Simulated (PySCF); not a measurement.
## Diatomics of Li with the chalcogens

CCSD(T) with double-zeta basis sets in PySCF, for the lowest determinant that a PBE0 search found; no spin–orbit coupling. De refers to high-spin ground-configuration atoms.

```json
{"M": "O", "basis": "def2-SVP", "reference, frozen orbitals": "UHF, 1", "state (unpaired electrons)": "doublet (π ↑)", "Re (Å)": "1.680", "ωe (cm⁻¹)": "852", "De (eV)": "2.93"}
{"M": "S", "basis": "aug-cc-pVDZ/aug-cc-pV(D+d)Z", "reference, frozen orbitals": "UHF, 5", "state (unpaired electrons)": "doublet (π ↑)", "Re (Å)": "2.176", "ωe (cm⁻¹)": "546", "De (eV)": "2.89"}
{"M": "Se", "basis": "def2-SVP", "reference, frozen orbitals": "UHF, 9", "state (unpaired electrons)": "doublet (π ↑)", "Re (Å)": "2.295", "ωe (cm⁻¹)": "509", "De (eV)": "2.49"}
{"M": "Te", "basis": "def2-SVP", "reference, frozen orbitals": "UHF, 4", "state (unpaired electrons)": "doublet (π ↑)", "Re (Å)": "2.517", "ωe (cm⁻¹)": "446", "De (eV)": "2.22"}
```

The shortest bond is that of LiO (1.680 Å), the longest that of LiTe (2.517 Å).

The rows differ in basis set, which adds steps of its own.

Down a group the atoms grow and get heavier, so bonds lengthen and wavenumbers fall; this series shows no clear exception.

Correlated steps freeze the inner cores (1 to 9 orbitals); shallow outer-core shells are correlated. Correlated levels converge slowly with the basis: in double zeta they bind strong bonds too weakly, by up to about 1 eV, and carry superposition errors of some tenths. Spin–orbit coupling is left out, which matters for elements this heavy, above all for dissociation energies. States were picked by a PBE0 search and need not be the measured ground states.
